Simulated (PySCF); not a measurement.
A database entry of computed molecular properties. Lists by class give the value and the number of equivalent atoms.

```json
{
 "formula": "C4H9BN2",
 "smiles": "C#CB(N)NCC",
 "inchi": "InChI=1S/C4H9BN2/c1-3-5(6)7-4-2/h1,7H,4,6H2,2H3",
 "charge": 0,
 "multiplicity": 1,
 "geometry_level": "PBE0-D3(BJ)/def2-SVP",
 "atoms_angstrom": [
  ["C", -1.817, 2.292, -0.05],
  ["C", -1.544, 1.11, 0.053],
  ["B", -1.209, -0.401, 0.17],
  ["N", -2.214, -1.336, -0.178],
  ["N", 0.075, -0.798, 0.612],
  ["C", 1.188, 0.059, 0.938],
  ["C", 2.309, 0.013, -0.09],
  ["H", -2.057, 3.336, -0.136],
  ["H", -3.134, -1.042, -0.468],
  ["H", -2.098, -2.337, -0.117],
  ["H", 0.291, -1.787, 0.652],
  ["H", 1.591, -0.203, 1.935],
  ["H", 0.806, 1.087, 1.023],
  ["H", 1.941, 0.336, -1.076],
  ["H", 2.711, -1.007, -0.199],
  ["H", 3.143, 0.671, 0.202]
 ],
 "electronic_structure_code": "PySCF",
 "results": {
  "PBE0-D3(BJ)/def2-SVP geometry optimisation, gas phase": {
   "point_group": "C1",
   "rotational_constants_GHz": [3.364, 1.78, 1.258]
  },
  "wB97X-D/def2-SVPD ground state, ΔSCF and vertical TDDFT (core frozen in the response)": {
   "dipole_D": 1.25,
   "homo_eV": -8.55,
   "lumo_eV": 1.85,
   "S1_eV": 5.92,
   "T1_tda_eV": 4.97,
   "polarisability_au": 78.9,
   "vertical_ip_eV": 8.68,
   "r2_bohr2_about_centre_of_nuclear_charge": 969.4,
   "singlets_eV_and_f": [
    [5.92, 0.0],
    [6.18, 0.003],
    [6.29, 0.092],
    [6.45, 0.116],
    [6.65, 0.0],
    [6.95, 0.014],
    [7.55, 0.004],
    [7.57, 0.004],
    [7.85, 0.022],
    [7.86, 0.116]
   ],
   "triplets_tda_eV": [4.97, 5.47, 5.51, 5.75]
  },
  "CAM-B3LYP/pcSseg-1 ground state and GIAO shieldings, non-relativistic": {
   "shift_vs_computed_TMS_C_by_class_ppm": [
    [97.1, 1],
    [91.4, 1],
    [41.2, 1],
    [22.1, 1]
   ],
   "shift_vs_computed_TMS_H_by_class_ppm": [
    [3.13, 2],
    [2.24, 1],
    [2.02, 2],
    [1.89, 1],
    [1.04, 3]
   ],
   "shielding_other_nuclei_by_class_ppm": [
    ["B", 78.2, 1],
    ["N", 167.2, 1],
    ["N", 199.5, 1]
   ]
  },
  "B3LYP/pcJ-1 indirect spin-spin coupling, non-relativistic, gas phase; spin–dipole term left out for some pairs": {
   "largest_one_bond_couplings_by_class_Hz": [
    ["13C–1H", 259.2, 1],
    ["13C–13C", 161.3, 1],
    ["13C–1H", 139.2, 2],
    ["13C–1H", 131.8, 3],
    ["13C–11B", 107.1, 1],
    ["15N–1H", -87.6, 2],
    ["15N–1H", -81.4, 1],
    ["13C–13C", 38.4, 1]
   ]
  }
 }
}
```

The vertical singlet–triplet gap S1 − T1 is 0.95 eV (TDDFT singlet less Tamm–Dancoff triplet; S1: HOMO−2→LUMO+1, weight 0.88; T1: HOMO−1→LUMO+1, weight 0.65). The rotational constants make it an asymmetric top with κ = (2B − A − C)/(A − C) = -0.50, nearer the prolate limit (−1).

 NMR classes are plain means over equivalent atoms (diastereotopic ones count apart unless rotation or inversion swaps them), as if these changed places fast; in this geometry the members of some classes differ.

For the TDDFT job (wB97X-D/def2-SVPD), on one thread, Intel Xeon Platinum 8488C (x86_64), no GPU, on a shared host, this took 2.5 min and 0.92 GiB of memory at its peak.

Conformer computed: `[CH:1]#[C:2][B:3]([NH2:4])[NH:5][CH2:6][CH3:7]`: C2–B3–N5–C6 -3°, B3–N5–C6–C7 -108°, H–N4–B3–C2 -2°, H–N4–B3–C2 -179°.

One conformer stands for the species.
